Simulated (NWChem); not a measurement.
# NH₃TeSe; SMILES N[Te][SeH]

```xyz
6

Te     0.2614    -0.8108    -0.0075
N     -1.6972    -1.3401    -0.0193
H     -1.9824    -1.8502     0.8120
H     -1.9778    -1.8285    -0.8651
Se     0.0462     1.7092    -0.0361
H     -0.0283     1.8885     1.4261
```
Atoms are numbered in this order, from 1.

Level: PBE0/def2-SVP with def2 effective core potentials on Te (NWChem), optimised geometry, unscaled harmonic frequencies. This build's default masses of Se (78.918 u) and Br (79.917 u) are each other's, which moves their modes by up to 0.6 %. def2 effective core potentials on Te; no spin-orbit coupling.

```csv
frequency (cm⁻¹),IR intensity (km/mol)
153,0.0
237,8.9
285,9.7
336,26.1
396,100.0
662,39.1
688,9.0
921,3.4
1531,5.7
2423,13.1
3567,32.3
3691,37.5
```

zero-point energy: 21.3 kcal/mol
thermal correction to the enthalpy at 298.15 K (with zero-point energy): 25.3 kcal/mol
heat capacity Cv: 16.7 cal/(mol K)
entropy at 298.15 K and 1 atm (symmetry number 1): 78.6 cal/(mol K)

Rigid rotor and harmonic oscillator.
